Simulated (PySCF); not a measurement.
Ligands exchanged one at a time, Ga F-SH. All species are isolated molecules in the gas phase. One relaxed conformer stands for each flexible species; it need not be the lowest. Strings in code marks are SMILES.

The numbers are results of PBE-D3(BJ)/def2-TZVP // CAM-B3LYP-D3(BJ)/def2-TZVP in PySCF 2.14.0, not measurements. Excitations are Tamm–Dancoff values on a coarser integration grid. The basis has no diffuse functions, so Rydberg states are missing or too high.

```csv
species,T1 excitation (TDA) (eV),LUMO (eV)
0 of 3 F replaced by SH (`[F][Ga]([F])[F]`),6.12,-3.35
1 of 3 F replaced by SH (`[F][Ga]([F])[SH]` (F–Ga–S–H torsion 0°)),(withheld),-2.60
"2 of 3 F replaced by SH (`[F][Ga]([SH])[SH]` (S–Ga–S–H torsion -180°, S–Ga–S–H torsion -180°))",(withheld),-2.10
3 of 3 F replaced by SH (`[SH][Ga]([SH])[SH]`),4.46,-1.84
```

Problem. What belongs in the gaps?

Solution. 
- 1 of 3 F replaced by SH (`[F][Ga]([F])[SH]` (F–Ga–S–H torsion 0°)), T1 excitation (TDA) (eV): 4.51
- 2 of 3 F replaced by SH (`[F][Ga]([SH])[SH]` (S–Ga–S–H torsion -180°, S–Ga–S–H torsion -180°)), T1 excitation (TDA) (eV): 4.44
